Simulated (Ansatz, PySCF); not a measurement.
Dimer: H2O (SMILES O) (first 3 atoms) with AsH3 (SMILES [AsH3]); geometry from B3LYP-D3(BJ)/def2-TZVP, rigid monomers moved along the line of their centres of mass till H3···As4 is 3.77 Å.
(charge 0, multiplicity 1):
```xyz
7

O     -0.049     0.632    -0.600
H     -0.910     0.306    -0.879
H     -0.001     0.439     0.346
As     0.330    -0.771     3.905
H     -0.100    -0.081     5.191
H      1.744    -1.015     4.409
H     -0.160    -2.133     4.375
```

Monomers are frozen at their geometry in the pair; levels with a basis set take the counterpoise correction. Rows marked so take none.

Frozen-core correlation. Filled d and f shells under p-block atoms count as core. CBS: X⁻³ extrapolation of the correlation energy, Hartree–Fock from the larger set. Rows in 3-21G, 6-31G* carry no dispersion term and start afresh at each structure (6-31G* with six Cartesian d functions); the Pople sets are all-electron and without relativity.

The values were computed with Ansatz (Gaussian orbitals); PySCF for 3-21G rows, 6-31G* rows. Values without a source in brackets are computed.

```
level                                  interaction energy (kJ/mol)
-------------------------------------  ---------------------------
HF/aug-cc-pVDZ                                                -3.4
BP86/6-31G* (no counterpoise)                                 -3.2
B3LYP/3-21G (no counterpoise)                                    …
B3LYP/6-31G*                                                  -3.5
M06-2X/6-31G* (no counterpoise)                                  …
MP2/CBS(aug-cc-pVDZ, aug-cc-pVTZ)                             -4.1
CCSD/aug-cc-pVDZ                                              -3.7
CCSD(T)/aug-cc-pVTZ                                           -4.0
CCSD(T)/CBS(aug-cc-pVDZ, aug-cc-pVTZ)                         -4.1
```

### Question
Complete the blanks.

### Answer

- B3LYP/3-21G (no counterpoise), interaction energy (kJ/mol): -5.2
- M06-2X/6-31G* (no counterpoise), interaction energy (kJ/mol): -4.7

Ansatz is a program for electronic structure.
